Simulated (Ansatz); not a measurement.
Isomers of Ag5Te2⁺ (singlet), relaxed with PBE-D4/def2-SVP; total energies from Ansatz at RPA@PBE/def2-TZVP.

```json
{"isomer": "A", "description": "point group Cs; 8 × Ag–Te 2.65 to 3.06 Å", "energy (Eh)": "-1268.73265"}
{"isomer": "B", "description": "point group not assigned; 8 × Ag–Te 2.64 to 3.03 Å", "energy (Eh)": "-1268.73053"}
{"isomer": "C", "description": "point group not assigned; 8 × Ag–Te 2.64 to 3.38 Å", "energy (Eh)": "-1268.73178"}
```

In the def2 sets Ag, Te take a core potential; there is no spin–orbit coupling. Correlated methods freeze 8 core orbitals; core or outer-core shells of Ag, Te are correlated, in sets that lack core-valence functions.

The isomers come from a short search, and lower ones may exist.

Problem. Work out the relative energies (1 Eh = 2625.5 kJ/mol) and the Boltzmann populations at 1200 K from electronic energies alone (R = 8.314 J/mol/K).

Solution. ΔE: A 0.0, B 5.6, C 2.3 kJ/mol. RT = 9.98 kJ/mol. Factors exp(−ΔE/RT): A 1, B 0.571, C 0.794; sum 2.365. Populations: A 42.3 %, B 24.1 %, C 33.6 %. Zero-point energy, vibrational entropy and symmetry numbers are left out and can shift these; an error of 4 kJ/mol changes a ratio by a factor of 1.5. Over the other density-functional and correlated levels in def2 sets, the gap between A and C ranges from -3 to 5 kJ/mol.
